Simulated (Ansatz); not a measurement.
Born–Oppenheimer molecular dynamics of Cl3H5NO2Ta (12 atoms, charge 0, multiplicity 1). It starts at the highest image of a converged band, a first-order saddle point between two minima.

All numbers below come from RKS PBE/def2-SVP (Ansatz).

| Property | Result |
| --- | --- |
| ensemble | NVE (velocity Verlet) |
| time step | 0.5 fs |
| steps asked | 200 |
| starting velocities drawn for | 300 K |
| seed | 2191 |

Frames 2.5 fs apart, positions in Å, forces in eV/Å.

Velocities at 45 fs (Å/ps):

```
Ta 2.27 -2.25 -0.58
O -12.57 -4.68 2.38
H -15.69 11.68 -16.49
Cl -2.05 1.19 -1.98
O -5.17 3.08 -0.05
H -10.24 15.62 4.15
Cl 2.52 1.91 0.88
Cl -0.88 1.82 1.14
N -7.60 13.95 5.96
H 9.53 0.66 18.02
H -0.63 -4.73 -17.53
H 10.18 39.79 -5.21
```

```xyz
12
Properties=species:S:1:pos:R:3:forces:R:3 time_fs=45 energy_less_start_eV=-0.331 T=558
Ta -0.251 0.164 0.332 -0.23 0.14 0.06
O 1.625 -0.291 0.124 1.07 0.07 0.14
H 1.836 -1.196 0.401 0.27 -0.25 0.16
Cl -0.055 -0.206 2.713 0.09 0.21 0.02
O -0.053 0.570 -1.553 -0.47 0.48 0.29
H 0.806 0.212 -1.838 0.12 0.04 -0.35
Cl -2.328 1.292 0.636 0.37 -0.03 -0.26
Cl -0.619 -2.103 -0.001 -0.66 -0.32 -0.03
N 1.087 2.162 0.910 -1.11 -1.70 2.05
H 0.791 2.344 1.938 0.79 0.09 -2.01
H 1.106 2.951 0.284 -0.09 0.84 -0.19
H 1.971 1.619 0.876 -0.14 0.43 0.13
12
Properties=species:S:1:pos:R:3:forces:R:3 time_fs=47.5 energy_less_start_eV=-0.312 T=542
Ta -0.245 0.158 0.331 -0.84 0.44 0.28
O 1.596 -0.302 0.130 1.44 1.01 -0.22
H 1.810 -1.194 0.370 0.56 -1.28 0.43
Cl -0.060 -0.203 2.708 0.09 0.21 0.11
O -0.068 0.579 -1.552 -0.78 0.66 0.33
H 0.792 0.249 -1.841 0.48 -0.11 -0.51
Cl -2.322 1.297 0.638 0.34 -0.03 -0.26
Cl -0.622 -2.098 0.002 -0.73 -0.48 -0.07
N 1.066 2.193 0.928 -0.09 -1.41 -0.45
H 0.834 2.352 1.928 0.15 0.63 -0.59
H 1.099 2.962 0.241 -0.44 0.27 0.71
H 1.990 1.728 0.868 -0.20 0.08 0.24
12
Properties=species:S:1:pos:R:3:forces:R:3 time_fs=50 energy_less_start_eV=-0.224 T=475
Ta -0.240 0.153 0.330 -1.35 0.68 0.48
O 1.572 -0.309 0.135 2.66 -1.26 0.24
H 1.813 -1.248 0.361 -0.02 0.95 -0.12
Cl -0.065 -0.200 2.704 0.09 0.19 0.20
O -0.084 0.590 -1.551 0.28 0.34 -0.14
H 0.798 0.282 -1.872 -0.56 0.24 -0.11
Cl -2.314 1.302 0.639 0.29 -0.03 -0.26
Cl -0.626 -2.095 0.004 -0.81 -0.64 -0.11
N 1.045 2.218 0.944 0.55 -1.24 -3.62
H 0.885 2.400 1.892 -0.61 1.19 2.16
H 1.066 2.991 0.238 -0.60 -0.11 1.11
H 1.999 1.842 0.874 0.08 -0.32 0.16
12
Properties=species:S:1:pos:R:3:forces:R:3 time_fs=52.5 energy_less_start_eV=-0.323 T=550
Ta -0.235 0.147 0.328 -1.67 0.90 0.59
O 1.558 -0.321 0.141 3.04 -1.29 0.14
H 1.818 -1.259 0.348 -0.03 0.96 -0.09
Cl -0.070 -0.196 2.699 0.08 0.16 0.27
O -0.100 0.602 -1.549 0.32 0.37 -0.19
H 0.777 0.328 -1.911 -0.57 0.20 -0.05
Cl -2.307 1.306 0.640 0.25 -0.03 -0.25
Cl -0.631 -2.092 0.007 -0.86 -0.73 -0.15
N 1.026 2.237 0.948 0.22 -0.96 0.30
H 0.907 2.509 1.949 -0.27 0.17 -0.73
H 0.999 3.020 0.293 -0.51 0.59 0.11
H 2.011 1.939 0.889 0.00 -0.35 0.04
12
Properties=species:S:1:pos:R:3:forces:R:3 time_fs=55 energy_less_start_eV=-0.280 T=519
Ta -0.231 0.142 0.327 -1.72 1.01 0.59
O 1.556 -0.337 0.147 2.34 1.02 -0.37
H 1.825 -1.225 0.331 0.66 -1.30 0.38
Cl -0.074 -0.192 2.695 0.07 0.13 0.30
O -0.115 0.616 -1.549 -0.61 0.61 0.32
H 0.727 0.384 -1.956 0.41 -0.10 -0.44
Cl -2.299 1.311 0.641 0.23 -0.04 -0.23
Cl -0.638 -2.091 0.009 -0.87 -0.75 -0.17
N 1.008 2.253 0.952 0.26 0.15 2.04
H 0.911 2.629 1.975 -0.18 -0.91 -1.95
H 0.902 3.079 0.359 -0.22 0.29 -0.32
H 2.021 2.016 0.906 -0.38 -0.12 -0.14
12
Properties=species:S:1:pos:R:3:forces:R:3 time_fs=57.5 energy_less_start_eV=-0.330 T=556
Ta -0.227 0.138 0.327 -1.44 0.99 0.49
O 1.562 -0.350 0.152 2.40 0.11 -0.18
H 1.865 -1.250 0.334 0.30 -0.24 0.17
Cl -0.079 -0.187 2.692 0.06 0.11 0.33
O -0.132 0.632 -1.547 -0.17 0.45 0.18
H 0.694 0.436 -2.023 -0.01 0.00 -0.15
Cl -2.290 1.316 0.641 0.20 -0.04 -0.22
Cl -0.647 -2.092 0.011 -0.88 -0.74 -0.20
N 0.990 2.270 0.963 -0.16 1.20 -0.21
H 0.903 2.700 1.901 -0.37 -0.74 0.29
H 0.794 3.150 0.408 0.31 -1.06 -0.15
H 2.011 2.086 0.915 -0.25 -0.02 -0.36
12
Properties=species:S:1:pos:R:3:forces:R:3 time_fs=60 energy_less_start_eV=-0.239 T=488
Ta -0.224 0.134 0.326 -0.89 0.88 0.34
O 1.577 -0.363 0.157 2.49 -1.28 0.14
H 1.922 -1.287 0.346 -0.36 1.37 -0.15
Cl -0.083 -0.183 2.689 0.06 0.09 0.34
O -0.150 0.650 -1.545 0.58 0.24 -0.23
H 0.659 0.488 -2.098 -0.73 0.12 0.43
Cl -2.281 1.320 0.641 0.18 -0.06 -0.19
Cl -0.657 -2.093 0.013 -0.87 -0.70 -0.21
N 0.973 2.291 0.973 -0.60 0.42 -2.14
H 0.873 2.732 1.848 -0.48 -0.02 2.68
H 0.702 3.164 0.445 0.47 -1.03 -0.59
H 1.988 2.154 0.902 0.16 -0.03 -0.42
12
Properties=species:S:1:pos:R:3:forces:R:3 time_fs=62.5 energy_less_start_eV=-0.442 T=642
Ta -0.221 0.130 0.325 -0.18 0.73 0.15
O 1.602 -0.380 0.162 1.18 0.39 -0.14
H 1.964 -1.258 0.352 0.14 -0.07 0.15
Cl -0.087 -0.178 2.687 0.06 0.08 0.33
O -0.166 0.669 -1.543 0.01 0.27 0.34
H 0.587 0.546 -2.152 -0.09 -0.02 0.06
Cl -2.272 1.324 0.641 0.17 -0.08 -0.17
Cl -0.668 -2.096 0.014 -0.83 -0.60 -0.21
N 0.952 2.314 0.976 -0.59 0.20 0.96
H 0.818 2.751 1.923 0.07 -1.11 -0.22
H 0.635 3.124 0.447 0.04 0.22 -1.07
H 1.971 2.220 0.867 0.02 0.00 -0.17
12
Properties=species:S:1:pos:R:3:forces:R:3 time_fs=65 energy_less_start_eV=-0.474 T=668
Ta -0.218 0.126 0.325 0.56 0.57 -0.06
O 1.630 -0.395 0.166 -0.14 1.78 -0.42
H 2.015 -1.234 0.368 0.64 -1.26 0.43
Cl -0.091 -0.173 2.685 0.06 0.08 0.31
O -0.181 0.689 -1.540 -0.46 0.23 0.97
H 0.510 0.604 -2.203 0.44 -0.10 -0.38
Cl -2.263 1.329 0.640 0.16 -0.11 -0.14
Cl -0.681 -2.099 0.015 -0.78 -0.48 -0.20
N 0.929 2.338 0.982 -0.40 0.09 1.54
H 0.765 2.710 1.994 0.37 -1.05 -1.85
H 0.572 3.090 0.390 -0.09 0.28 -0.36
H 1.955 2.286 0.821 -0.37 -0.04 0.17
12
Properties=species:S:1:pos:R:3:forces:R:3 time_fs=67.5 energy_less_start_eV=-0.533 T=713
Ta -0.214 0.122 0.324 1.19 0.39 -0.25
O 1.659 -0.404 0.169 0.27 -0.15 0.11
H 2.094 -1.265 0.405 -0.47 0.87 -0.09
Cl -0.096 -0.169 2.684 0.07 0.09 0.31
O -0.199 0.710 -1.534 0.33 0.07 0.26
H 0.451 0.655 -2.270 -0.29 -0.04 0.44
Cl -2.253 1.333 0.639 0.13 -0.13 -0.10
Cl -0.695 -2.104 0.016 -0.73 -0.37 -0.19
N 0.905 2.362 0.993 -0.45 -0.24 -1.89
H 0.732 2.612 1.972 -0.03 0.14 0.00
H 0.506 3.069 0.316 0.20 -0.47 1.04
H 1.919 2.349 0.785 -0.22 -0.17 0.36
12
Properties=species:S:1:pos:R:3:forces:R:3 time_fs=70 energy_less_start_eV=-0.417 T=624
Ta -0.211 0.119 0.324 1.67 0.21 -0.43
O 1.689 -0.414 0.172 -0.20 -0.10 0.17
H 2.151 -1.255 0.439 -0.61 0.98 -0.15
Cl -0.100 -0.164 2.683 0.08 0.09 0.29
O -0.214 0.730 -1.526 0.46 -0.03 0.17
H 0.379 0.704 -2.314 -0.34 -0.05 0.62
Cl -2.243 1.336 0.638 0.11 -0.15 -0.06
Cl -0.710 -2.109 0.016 -0.66 -0.22 -0.18
N 0.879 2.385 0.997 -0.23 -1.23 -3.68
H 0.696 2.520 1.953 -0.50 0.72 1.86
H 0.449 3.026 0.298 -0.15 0.03 1.04
H 1.873 2.401 0.770 0.39 -0.24 0.34
12
Properties=species:S:1:pos:R:3:forces:R:3 time_fs=72.5 energy_less_start_eV=-0.397 T=609
Ta -0.207 0.116 0.323 2.01 0.11 -0.60
O 1.717 -0.423 0.176 -1.83 1.98 -0.51
H 2.178 -1.199 0.468 0.51 -1.01 0.54
Cl -0.103 -0.158 2.683 0.09 0.09 0.28
O -0.229 0.751 -1.518 -0.15 -0.15 1.22
H 0.291 0.750 -2.327 0.35 -0.05 -0.35
Cl -2.233 1.340 0.637 0.08 -0.16 -0.02
Cl -0.726 -2.114 0.016 -0.58 -0.07 -0.16
N 0.851 2.403 0.987 -0.05 -2.24 0.75
H 0.636 2.466 2.015 0.13 0.40 -1.19
H 0.379 2.990 0.334 -0.93 1.24 -0.22
H 1.847 2.441 0.775 0.37 -0.13 0.27
```

Of the whole run (100 fs, mean temperature of the second half 627 K): The conserved energy stayed within 0.27 meV per atom of its start (net change 0.1 meV per atom), so the integration is sound. The kinetic energy rose, since the run started high on the potential surface and went downhill. A run of 0.1 ps of so small a system gives no equilibrium averages. The orbitals stay closed-shell, which can raise the energy where a bond breaks towards radicals; this wasn't checked here.

Time of the run: 11 min on 4 threads of Intel(R) Xeon(R) Platinum 8175M CPU @ 2.50GHz (Skylake/Cascade Lake), with other jobs on the host, peak memory 0.29 GiB.
